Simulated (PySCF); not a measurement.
Identify the unknown among the candidates.

All candidates are C7H4ClFO.

- 1H NMR: chemical shifts (computed TMS as zero) by class: 8.38 (1 H), 8.27 (1 H), 7.68 (1 H), 7.57 (1 H) ppm [GIAO B97-2/pcSseg-2]
- NMR, other nuclei: isotropic shieldings of nuclei other than C and H, by class: -215 (1 O), 289 (1 F), 538 (1 Cl) ppm [GIAO B97-2/pcSseg-2]
- Rotational structure: rotational constants A, B, C: 2.058, 0.772, 0.561 GHz [PBE0-D3(BJ)/def2-TZVP]
- Dipole: 3.10 D [B97-2/pcSseg-2]
- 13C NMR: chemical shifts (computed TMS as zero) by class: 179.4 (1 C), 172.9 (1 C), 141.8 (1 C), 136.7 (1 C), 133.0 (1 C), 129.0 (1 C), 127.7 (1 C) ppm [GIAO B97-2/pcSseg-2]

Gas-phase values; electronic properties from PySCF, density fitting. Levels stand in brackets. Isolated species at its PBE0-D3(BJ)/def2-TZVP geometry (one conformer only). NMR classes are plain means over equivalent atoms (diastereotopic ones count apart unless rotation or inversion swaps them), as if these changed places fast.

Question: Which candidate is it?
A. `O=C(Cl)c1ccccc1F`
B. `O=C(Cl)c1ccc(F)cc1`
C. `O=C(Cl)c1cccc(F)c1`

Answer: C. It is `O=C(Cl)c1cccc(F)c1`. Numbering: `[O:1]=[C:2]([Cl:3])[c:4]1[cH:5][cH:6][cH:7][c:8]([F:9])[cH:10]1`. Its formula, C7H4ClFO, gives 5 degrees of unsaturation: 1 ring and 4 π bonds in the structure found (Kekulé form). 7 carbons fall into 7 classes; from least to most shielded: acyl halide carbon [C2] (179.4 ppm), aromatic C–F carbon [C8] (172.9 ppm), substituted aromatic carbon [C4] (141.8 ppm), aromatic CH carbon [C6] (136.7 ppm), aromatic CH carbon [C5] (133.0 ppm), aromatic CH carbon [C7] (129.0 ppm), aromatic CH carbon [C10] (127.7 ppm). Hydrogen classes from least to most shielded: 1 H on an aromatic CH carbon, C10 (8.38 ppm), 1 H on an aromatic CH carbon, C5 (8.27 ppm), 1 H on an aromatic CH carbon, C6 (7.68 ppm), 1 H on an aromatic CH carbon, C7 (7.57 ppm). The other shieldings belong to: -215 ppm, carbonyl oxygen [O1]; 289 ppm, aryl fluorine [F9]; 538 ppm, chlorine bonded to C [Cl3]. The optimised geometry has point group Cs and is an asymmetric top.

The others, at the same levels:
- `O=C(Cl)c1ccc(F)cc1` fails: it has 5 carbon classes against 7; its computed 13C shifts are 178.5 (1 C), 178.1 (1 C), 143.1 (2 C), 134.7 (1 C), 121.6 (2 C) ppm, 1H shifts are 8.65 (2 H), 7.34 (2 H) ppm and rotational constant A is 3.081 GHz (against 2.058 GHz).
- `O=C(Cl)c1ccccc1F` fails: its computed 13C shifts are 178.7 (1 C), 172.4 (1 C), 143.1 (1 C), 140.9 (1 C), 130.7 (1 C), 129.3 (1 C), 123.5 (1 C) ppm, 1H shifts are 8.12 (1 H), 7.82 (1 H), 7.41 (1 H), 7.36 (1 H) ppm and smallest rotational constant is 0.661 GHz (against 0.561 GHz).

Each candidate is one conformer, not necessarily the lowest. The conformers computed, where there is a choice (atom-mapped SMILES and torsion angles):
- `[O:1]=[C:2]([Cl:3])[c:4]1[cH:5][cH:6][cH:7][c:8]([F:9])[cH:10]1`: O1–C2–C4–C5 -1°
- `[O:1]=[C:2]([Cl:3])[c:4]1[cH:5][cH:6][c:7]([F:8])[cH:9][cH:10]1`: O1–C2–C4–C5 178°
- `[O:1]=[C:2]([Cl:3])[c:4]1[cH:5][cH:6][cH:7][cH:8][c:9]1[F:10]`: O1–C2–C4–C5 -27°
